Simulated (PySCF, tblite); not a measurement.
Isomers of C4H7O3S (doublet state), one GFN2-xTB conformer each. Single-point energies are computed at B3LYP/pcH-1 (PySCF, gas phase, no added dispersion term), electronic only. GFN2-xTB treats the open shell by occupation alone, and not every SCF solution was tested for stability.

**Question.** Rank them by B3LYP/pcH-1 energy, lowest first (kcal/mol).
A. `[CH2:1]=[C:2][CH2:3][S:4](=[O:5])(=[O:6])[O:7][CH3:8]` (doublet state) with C1–C2–C3–S4 -2°, C2–C3–S4–O5 -73°, C3–S4–O7–C8 88°
B. `[CH2:1]=[CH:2][CH:3][S:4](=[O:5])(=[O:6])[O:7][CH3:8]` (doublet state) with C1–C2–C3–S4 177°, C2–C3–S4–O5 20°, C3–S4–O7–C8 174°

**Answer.** B (0.0), A (24.1).

GFN2-xTB itself gives, in the same order: 0.0, 14.6. Both levels put the same isomer lowest.

**Question.** What happens when harmonic zero-point energies from GFN2-xTB frequencies are added?

**Answer.** 
| SMILES | ZPE (kcal/mol) | electronic (kcal/mol) | with ZPE (kcal/mol) |
| --- | --- | --- | --- |
| C=C[CH]S(=O)(=O)OC | 66.2 | 0.0 | 0.0 |
| C=[C]CS(=O)(=O)OC | 65.4 | 24.1 | 23.3 |

The zero-point energies span 0.8 kcal/mol. The order is unchanged.
